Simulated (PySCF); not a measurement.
In(F)2(SH) (F2HInS), SMILES [SH][In]([F])[F]. Atoms are numbered in the order given.

```xyz
5

In     0.0074    -0.2567     0.0000
F      1.5629    -1.4374     0.0000
F     -1.7099    -1.1953     0.0000
S      0.1361     2.1275     0.0000
H     -1.2156     2.2344     0.0000
```
Charge 0, spin multiplicity 1.

Coordinates come from a B3LYP-D3(BJ)/def2-SVP optimisation. The def2 effective core potentials stand for the cores of In; spin–orbit coupling is left out. Other conformers were not sampled.

Computed with r2SCAN/def2-TZVPD (PySCF).

Mulliken values depend strongly on the basis, most of all with diffuse functions as here. ESP charges are fitted to the potential on shells at 1.4 to 2.0 van der Waals radii. Atomic charges (e):

| atom | ESP fit | Mulliken |
|---|---|---|
| In1 | 0.93 | 1.37 |
| F2 | -0.38 | -0.53 |
| F3 | -0.42 | -0.53 |
| S4 | -0.29 | -0.55 |
| H5 | 0.15 | 0.25 |
